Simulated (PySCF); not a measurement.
**Structure from 2D NMR**

Compound of formula C$_{8}$H$_{9}$Cl. Correlations simulated from computed shifts and the bond graph:

HSQC (one-bond C–H):
| δH | δC |
| --- | --- |
| 7.31 | 153.7 |
| 6.89 | 157.6 |
| 6.46 | 147.5 |
| 3.08 | 61.7 |
| 2.20 | 84.2 |
| 2.14 | 84.2 |
| 1.54 | 19.2 |

COSY cross peaks (H two or three bonds apart, from the bond graph; peaks can be absent where the dihedral angle is near 90°):
| δH | δH |
| --- | --- |
| 7.31 | 6.89 |
| 7.31 | 3.08 |
| 3.08 | 2.20 |
| 3.08 | 2.14 |
| 2.20 | 2.14 |

HMBC (two and three bonds, from the bond graph):
| δH | δC |
| --- | --- |
| 7.31 | 167.1, 157.6, 84.2, 61.7, 60.8 |
| 6.89 | 153.7, 147.5, 84.2, 61.7, 60.8, 19.2 |
| 6.46 | 167.1, 157.6, 84.2, 61.7, 60.8, 19.2 |
| 3.08 | 167.1, 157.6, 153.7, 147.5, 84.2, 60.8 |
| 2.20 | 167.1, 157.6, 153.7, 147.5, 61.7, 60.8, 19.2 |
| 2.14 | 167.1, 157.6, 153.7, 147.5, 61.7, 60.8, 19.2 |
| 1.54 | 157.6, 147.5, 84.2, 60.8 |

Carbons without hydrogens: δ 167.1, 60.8.

Non-relativistic Hamiltonian, fast rotation and ring inversion assumed for equivalent nuclei, single conformer, isolated molecule. NMR shieldings at PBE0/pcSseg-1/GIAO; geometry from GFN2-xTB; PySCF 2.14.

Referencing at the same level of theory: TMS for 1H (σref 31.72) and 13C (σref 186.93).

Exchangeable hydrogens are left out of these lists.

Work out the connectivity.

## Answers

SMILES C1=C[C@]2(C)C[C@H]1C(Cl)=C2.

Numbering as in the mapped SMILES `[CH3:1][C@@:2]12[CH:3]=[CH:4][C@@H:5]([CH2:6]1)[C:7]([Cl:8])=[CH:9]2`. Each H is labelled by its parent atom. Ha(C6) is cis to C7 on the ring; Hb(C6) is trans to C7 on the ring.

δC 167.1 is C7, a fully substituted alkene carbon. δC 157.6 is C3, an alkene CH (δH 6.89). δC 153.7 is C4, an alkene CH (δH 7.31). δC 147.5 is C9, an alkene CH (δH 6.46). δC 84.2 is C6, an sp3 CH2 in a ring (δH 2.14, 2.20). δC 61.7 is C5, an allylic sp3 CH (δH 3.08). δC 60.8 is C2, an allylic quaternary sp3 carbon. δC 19.2 is C1, a methyl carbon (δH 1.54). HMBC from δH 7.31 reaches the proton-free carbons C7, C2. HMBC from δH 6.89 reaches the proton-free carbon C2. HMBC from δH 6.46 reaches the proton-free carbons C7, C2. HMBC from δH 3.08 reaches the proton-free carbons C7, C2. COSY links 7.31–6.89, 7.31–3.08, 3.08–2.20, 3.08–2.14, 2.20–2.14.

This is the structure that produced the data.

Carbons that carry Cl, above all several Cl atoms, come out too deshielded, partly because spin–orbit coupling is missing. Shifts are as computed. Against solution values, carbons near 30 ppm lie about +3 ppm off and those near 130 ppm about +5 ppm; carbons on Cl a further +6 ppm. Of 1211 compounds with measured shifts, 218 miss one by over three times the rms of a fit or turn the order of signals round; such compounds aren't used in these exercises.
